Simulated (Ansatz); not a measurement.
Reaction: SiH3Cl (chlorosilane, SMILES [SiH3]Cl) → SiH2Cl (SMILES [SiH2]Cl, doublet) + H (doublet) (the H-Si bond breaks)
Each species at its own B3LYP-D3(BJ)/def2-TZVP minimum (Ansatz, a program for electronic structure).

Total energies in hartree (Ansatz). Radicals and triplets start from unrestricted determinants; spin-orbit coupling is neglected. Correlated methods leave the cores frozen. No relativity. For partners of very few electrons the exact lower level stands in for a higher one.

| species | HF/cc-pV(T+d)Z | CCSD(T)/cc-pV(T+d)Z | HF/cc-pV(Q+d)Z | CCSD(T)/cc-pV(Q+d)Z | CCSDT(Q)/cc-pV(T+d)Z |
|---|---|---|---|---|---|
| 1: SiH3Cl (SMILES Cl[SiH3]) | -750.26227 | -750.63263 | -750.26984 | -750.66917 | -750.63416 |
| 2: SiH2Cl (SMILES Cl[SiH2], doublet) | -749.64021 | -749.98071 | -749.64739 | -750.01545 | -749.98239 |
| 3: H (doublet) | -0.49981 | -0.49981 | -0.49995 | -0.49995 | -0.49981 |

Question: Work out the bond dissociation energy (electronic) in kcal/mol: take Hartree-Fock from cc-pV(Q+d)Z, extrapolate the CCSD(T) correlation energy as X^-3 (X = 3, 4), and add CCSDT(Q) - CCSD(T) in cc-pV(T+d)Z. 1 hartree = 627.51 kcal/mol.

Answer: 
Species 1: correlation (64·(-0.39933) - 27·(-0.37036))/37 = -0.42047; step -0.00153; E1 = -750.26984 + (-0.42047) + (-0.00153) = -750.69184
Species 2: correlation (64·(-0.36806) - 27·(-0.34050))/37 = -0.38817; step -0.00168; E2 = -749.64739 + (-0.38817) + (-0.00168) = -750.03724
Species 3: correlation (64·(0.00000) - 27·(0.00000))/37 = 0.00000; step +0.00000; E3 = -0.49995 + (0.00000) + (+0.00000) = -0.49995
-1·E1 +1·E2 +1·E3 = 0.15465 hartree = 97.0 kcal/mol.
